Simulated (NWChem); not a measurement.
System: InHSeF$_{2}$; SMILES [SeH][In]([F])[F]

NWChem printed, in part:

```
             Northwest Computational Chemistry Package (NWChem) 7.3.0
             --------------------------------------------------------

                             Geometry "geometry" -> ""
                             -------------------------

 Output coordinates in angstroms (scale by  1.889725989 to convert to a.u.)

  No.       Tag          Charge          X              Y              Z
 ---- ---------------- ---------- -------------- -------------- --------------
    1 In                  49.0000    -0.05692500    -0.67401700     0.00074900
    2 F                    9.0000     1.45453700    -1.90048200    -0.00051700
    3 F                    9.0000    -1.78405300    -1.57776800     0.00104100
    4 Se                  34.0000     0.14941000     1.79540000     0.00186900
    5 H                    1.0000    -1.32034800     1.90878700     0.00269700

 Effective nuclear repulsion energy (a.u.)     715.1020934200

                              NWChem Property Module
                              ----------------------

                                 NWChem DFT Module
                                 -----------------

 Summary of "ao basis" -> "ao basis" (spherical)
 ------------------------------------------------------------------------------
       Tag                 Description            Shells   Functions and Types
 ---------------- ------------------------------  ------  ---------------------
 In                          sto-3g                 11       27   5s4p2d
 F                           sto-3g                  3        5   2s1p
 Se                          sto-3g                  8       18   4s3p1d
 H                           sto-3g                  1        1   1s

            General Information
            -------------------
          SCF calculation type: DFT
          Wavefunction type:  closed shell.
          No. of atoms     :     5
          No. of electrons :   102
           Alpha electrons :    51
            Beta electrons :    51
          Charge           :     0
          Spin multiplicity:     1
          Use of symmetry is: off; symmetry adaption is: off
          Maximum number of iterations: 150
          AO basis - number of functions:    56
                     number of shells:    26
          Convergence on energy requested:  1.00D-06
          Convergence on density requested:  1.00D-05
          Convergence on gradient requested:  5.00D-04

              XC Information
              --------------
                         B3LYP Method XC Potential
                     Hartree-Fock (Exact) Exchange  0.200
                        Slater Exchange Functional  0.800 local
                    Becke 1988 Exchange Functional  0.720 non-local
              Lee-Yang-Parr Correlation Functional  0.810
                  VWN I RPA Correlation Functional  0.190 local

             Grid Information
             ----------------
          Grid used for XC integration:  medium
          Radial quadrature: Mura-Knowles
          Angular quadrature: Lebedev.
          Tag              B.-S. Rad. Rad. Pts. Rad. Cut. Ang. Pts.
          ---              ---------- --------- --------- ---------
          In                  1.55      123           8.0       590
          F                   0.50       49          11.0       434
          Se                  1.15      112           8.0       590
          H                   0.35       45           9.0       434
          Grid pruning is: on
          Number of quadrature shells:   378
          Spatial weights used:  Erf1

      Superposition of Atomic Density Guess
      -------------------------------------

 Sum of atomic energies:       -8252.76417679

      Non-variational initial energy
      ------------------------------

 Total energy =   -8252.356199
 1-e energy   =  -12910.958187
 2-e energy   =    3943.499894
 HOMO         =      -0.166367
 LUMO         =       0.125251

   convergence    iter        energy       DeltaE   RMS-Dens  Diis-err
 ---------------- ----- ----------------- --------- --------- ---------
 d= 0,ls=0.0,diis     1  -8256.8962621734 -8.97D+03  7.48D-02  7.56D-01
 d= 0,ls=0.0,diis     2  -8255.6771625180  1.22D+00  5.20D-02  8.04D+00
 d= 0,ls=0.0,diis     3  -8257.1333931451 -1.46D+00  9.37D-03  6.52D-02
 d= 0,ls=0.0,diis     4  -8257.1418961105 -8.50D-03  4.95D-03  3.36D-02
 d= 0,ls=0.0,diis     5  -8257.1485010097 -6.60D-03  1.83D-03  5.02D-03
  Resetting Diis
 d= 0,ls=0.0,diis     6  -8257.1496979558 -1.20D-03  1.35D-04  1.63D-05
 d= 0,ls=0.0,diis     7  -8257.1497027087 -4.75D-06  2.24D-05  1.49D-07
 d= 0,ls=0.0,diis     8  -8257.1497026940  1.48D-08  1.30D-05  2.43D-07
 d= 0,ls=0.0,diis     9  -8257.1497027505 -5.65D-08  2.98D-06  7.40D-09

         Total DFT energy =    -8257.149702750467
      One electron energy =   -12901.930426986575
           Coulomb energy =     4195.753330492797
    Exchange-Corr. energy =     -266.074699676730
 Nuclear repulsion energy =      715.102093420042

 Numeric. integr. density =      102.000002063425

                       DFT Final Molecular Orbital Analysis
                       ------------------------------------

[...]

 DFT Linear Response polarizability / au
 Frequency  =       0.0773000 / au
 Wavelength =     589.4353558 / nm
              X              Y              Z
 -----------------------------------------------
 X      29.5924395     -0.9217033     -0.0073816
 Y      -0.9216737     47.4881380      0.0163897
 Z      -0.0073816      0.0163897     15.2845363
 -----------------------------------------------
 Eigenvalues =      29.5450962     47.5354930     15.2845246
 Isotropic   =      30.7883713
 Anisotropic =      27.9923493
 -----------------------------------------------

 Magnetic Dipole Response Matrix (nonzero elements):
```

Level: B3LYP/STO-3G, non-relativistic. STO-3G and 3-21G are far too small for this property and stand as cheap habits. Geometry: optimised at PBE0/def2-SVP (def2 core potentials past Kr).

Question: Write an input that gives this output.

Answer: Several could match; the one computed here: the input that was run:
```
start job
memory heap 200 mb stack 900 mb global 1100 mb
geometry units angstroms noautosym nocenter noautoz
  In    -0.056925    -0.674017     0.000749
  F      1.454537    -1.900482    -0.000517
  F     -1.784053    -1.577768     0.001041
  Se     0.149410     1.795400     0.001869
  H     -1.320348     1.908787     0.002697
end
basis spherical
  * library sto-3g
end
dft
  xc b3lyp
  iterations 150
end
property
  response 1 0.0773
end
task dft property
```
